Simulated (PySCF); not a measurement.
Re(CO)5(Cl) (C5ClO5Re), SMILES [O+]#[C-]->[Re]([Cl])(<-[C-]#[O+])(<-[C-]#[O+])(<-[C-]#[O+])<-[C-]#[O+], multiplicity 1. Atoms are numbered in the order given.

```xyz
12

Re     0.0000     0.0000     0.0941
O     -2.2281     2.2281    -0.1160
C     -1.4279     1.4279    -0.0200
O      2.2281     2.2281    -0.1160
C      1.4279     1.4279    -0.0200
O     -2.2281    -2.2281    -0.1160
C     -1.4279    -1.4279    -0.0200
O      2.2281    -2.2281    -0.1160
C      1.4279    -1.4279    -0.0200
O      0.0000     0.0000     3.1869
C      0.0000     0.0000     2.0390
Cl     0.0000     0.0000    -2.3882
```
Charge 0, spin multiplicity 1.

Geometry: PBE0-D3(BJ)/def2-SVP. The multiplicity is an assumed one; other spin states were not compared. The isomer is the one that the SMILES or the coordinates give; other isomers of the formula were not compared. The def2 effective core potentials stand for the cores of Re; spin–orbit coupling is left out.

Calculation: CAM-B3LYP/def2-SVP (PySCF).

Symmetry labels are those of the subgroup C2v that the program uses (full group C4v).

Computed valence orbital energies around the gap with their symmetry:
```tsv
orbital	symmetry	energy (eV)
HOMO−7	B1	-14.10
HOMO−6	B2	-14.10
HOMO−5	A1	-10.21
HOMO−4	B1	-10.00
HOMO−3	B2	-10.00
HOMO−2	A1	-9.58
HOMO−1	B1	-8.19
HOMO	B2	-8.19
LUMO	A1	-1.32
LUMO+1	B1	-0.87
LUMO+2	B2	-0.87
LUMO+3	A2	-0.33
```
